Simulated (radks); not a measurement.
Polarisability of the samarium ion Sm3+, [Xe] 4f5, at imaginary frequency. Method: scalar-relativistic Kohn-Sham, exchange-only LDA, spin-unpolarised, spherical densities, finite nucleus; Fermi nuclear charge, rms radius 5.0819 fm; computed with a radial shooting solver on a logarithmic mesh with Libxc functionals. Response by self-consistent Sternheimer equations with the Hartree and adiabatic exchange-only LDA kernel, the relativistic mass of each level held fixed and spin-orbit coupling left out.

w (hartree),alpha1(iw) (bohr^3)
0.00266,6.597
0.0143,6.595
0.0360,6.581
0.0697,6.539
0.118,6.440
0.186,6.251
0.280,5.945
0.413,5.495
0.605,4.852
0.892,3.958
1.35,2.858
2.12,1.760
3.59,0.9008
6.94,0.3558
17.5,0.08285

Static values: alpha1 = 6.597 bohr^3 (0.9776 angstrom^3; uncoupled 12.60). C6 = 37.69, triple-dipole C9 = 171.1 atomic units. One-pole (London) frequency 4 C6 / (3 alpha1^2) = 1.155 hartree, against 1.139 for minus the highest occupied eigenvalue.
